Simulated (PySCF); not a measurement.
Ionisation energy of Mo by level of theory

Mo [Kr] 4d5 5s1 (7S) → Mo⁺ [Kr] 4d5 (6S), as a difference of total energies. Computed with PySCF 2.14 in aug-cc-pVTZ-DK (9s8p6d3f2g, 102 functions), with the spin-free X2C one-electron Hamiltonian (Gaussian nucleus). Correlated levels: valence: [Kr] frozen. The calculations carry no spin-orbit coupling.

| method | ionisation energy (eV) |
| --- | --- |
| UHF | 6.251 |
| LDA | 7.731 |
| PBE | 7.464 |
| PBE0 | 7.200 |
| r2SCAN | 7.485 |
| BP86 | 7.621 |
| r2SCANh | 7.400 |
| wB97M-V | 6.926 |
| MP2 (valence) | 6.825 |
| SCS-MP2 (valence) | 6.442 |

Q: How much does correlation contribute at MP2 (valence)?

A: 6.825 − (6.251) = 0.574 eV, measured against UHF.

Errors of the correlated levels include the incompleteness of this basis and the frozen core.

For comparison: 7.092 eV (measured; NIST Atomic Spectra Database, ionization energies).
